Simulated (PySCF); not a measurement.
Constitutional and geometric isomers with formula C3H4O. Isolated molecules, 0 K electronic values unless said otherwise. One relaxed conformer stands for each flexible species; it need not be the lowest. Strings in code marks are SMILES.

The brightest of the four lowest singlets (TDA) from two functionals at the same geometries (M06-2X/def2-TZVP), both in PySCF: PBE-D3(BJ)/def2-TZVP and M06-2X/def2-TZVP. Excitations are Tamm–Dancoff values on a coarser integration grid. The basis has no diffuse functions, so Rydberg states are missing or too high.

```
species                           M06-2X/def2-TZVP (eV)
--------------------------------  ---------------------
`C1C(O1)=C`                                        7.86
`CC1=CO1`                                          5.01
`OC1=CC1` (H–O–C–C torsion 180°)                   7.14
```

Problem. What does PBE-D3(BJ)/def2-TZVP give for each?

Solution. 
- `C1C(O1)=C`: 7.38
- `CC1=CO1`: 3.86
- `OC1=CC1` (H–O–C–C torsion 180°): 6.78
Over these rows, drawn at random from the members with no instability flagged (it was tested for open shells, ions and some series alone), PBE minus M06-2X: mean -0.66 eV, from -1.15 eV to -0.36 eV.
